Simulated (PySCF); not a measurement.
Bond stretch in KF, singlet.

UHF/def2-SVP (PySCF); RHF/def2-SVP (PySCF); UKS-M06-2X = PySCF 2.14.0 with unrestricted M06-2X/def2-SVP; RKS-M06-2X = restricted M06-2X/def2-SVP (PySCF); UKS-BHandHLYP = unrestricted BHandHLYP/def2-SVP run with PySCF 2.14.0; RKS-BHandHLYP = PySCF with restricted BHandHLYP/def2-SVP; UKS-CAM-B3LYP = unrestricted CAM-B3LYP/def2-SVP run with PySCF 2.14.0; RKS-CAM-B3LYP = restricted CAM-B3LYP/def2-SVP (PySCF).

Scanned distances (Å): 1.64, 1.75, 1.84, 1.98, 2.06, 2.15, 2.19, 2.25, 2.32, 2.43, 2.51, 2.71, 2.97, 3.29, 3.57, 3.95, 4.34, 4.83, 5.30, 5.88, 6.64, 7.66, 8.73.

Where does the unrestricted solution first break spin symmetry (<S²> of 0.01 or more)?

UHF: between 3.95 and 4.34 Å; UKS-M06-2X: between 3.95 and 4.34 Å; UKS-BHandHLYP: between 3.57 and 3.95 Å; UKS-CAM-B3LYP: between 3.57 and 3.95 Å.

| R / Å | <S²> UHF | E(RHF) − E(UHF) / mEh | <S²> UKS-M06-2X | E(RKS-M06-2X) − E(UKS-M06-2X) / mEh | <S²> UKS-BHandHLYP | E(RKS-BHandHLYP) − E(UKS-BHandHLYP) / mEh | <S²> UKS-CAM-B3LYP | E(RKS-CAM-B3LYP) − E(UKS-CAM-B3LYP) / mEh |
|---|---|---|---|---|---|---|---|---|
| 1.64 | 0.00 | 0.0 | 0.00 | 0.0 | 0.00 | 0.0 | 0.00 | 0.0 |
| 1.75 | 0.00 | 0.0 | 0.00 | 0.0 | 0.00 | 0.0 | 0.00 | 0.0 |
| 1.84 | 0.00 | 0.0 | 0.00 | 0.0 | 0.00 | 0.0 | 0.00 | 0.0 |
| 1.98 | 0.00 | 0.0 | 0.00 | 0.0 | 0.00 | 0.0 | 0.00 | 0.0 |
| 2.06 | 0.00 | 0.0 | 0.00 | 0.0 | 0.00 | 0.0 | 0.00 | 0.0 |
| 2.15 | 0.00 | 0.0 | 0.00 | 0.0 | 0.00 | 0.0 | 0.00 | 0.0 |
| 2.19 | 0.00 | 0.0 | 0.00 | 0.0 | 0.00 | 0.0 | 0.00 | 0.0 |
| 2.25 | 0.00 | 0.0 | 0.00 | 0.0 | 0.00 | 0.0 | 0.00 | 0.0 |
| 2.32 | 0.00 | 0.0 | 0.00 | 0.0 | 0.00 | 0.0 | 0.00 | 0.0 |
| 2.43 | 0.00 | 0.0 | 0.00 | 0.0 | 0.00 | 0.0 | 0.00 | 0.0 |
| 2.51 | 0.00 | 0.0 | 0.00 | 0.0 | 0.00 | 0.0 | 0.00 | 0.0 |
| 2.71 | 0.00 | 0.0 | 0.00 | 0.0 | 0.00 | 0.0 | 0.00 | 0.0 |
| 2.97 | 0.00 | 0.0 | 0.00 | 0.0 | 0.00 | 0.0 | 0.00 | 0.0 |
| 3.29 | 0.00 | 0.0 | 0.00 | 0.0 | 0.00 | 0.0 | 0.00 | 0.0 |
| 3.57 | 0.00 | 0.0 | 0.00 | 0.0 | 0.00 | 0.0 | 0.00 | 0.0 |
| 3.95 | 0.00 | 0.0 | 0.00 | 0.0 | 0.16 | 0.5 | 0.14 | 0.5 |
| 4.34 | 0.98 | 16.4 | 0.09 | 0.3 | 0.37 | 4.5 | 0.32 | 3.5 |
| 4.83 | 0.99 | 33.5 | 0.35 | 2.8 | 0.50 | 10.6 | 0.44 | 8.3 |
| 5.30 | 1.00 | 46.2 | 0.51 | 7.4 | 0.58 | 15.8 | 0.51 | 12.6 |
| 5.88 | 1.00 | 57.9 | 0.58 | 12.2 | 0.65 | 21.0 | 0.57 | 16.9 |
| 6.64 | 1.00 | 69.2 | 0.63 | 17.0 | 0.71 | 26.2 | 0.62 | 21.2 |
| 7.66 | 1.00 | 80.3 | 0.69 | 21.7 | 0.76 | 31.4 | 0.66 | 25.4 |
| 8.73 | 1.00 | 89.0 | 0.73 | 25.5 | 0.79 | 35.4 | 0.69 | 28.6 |
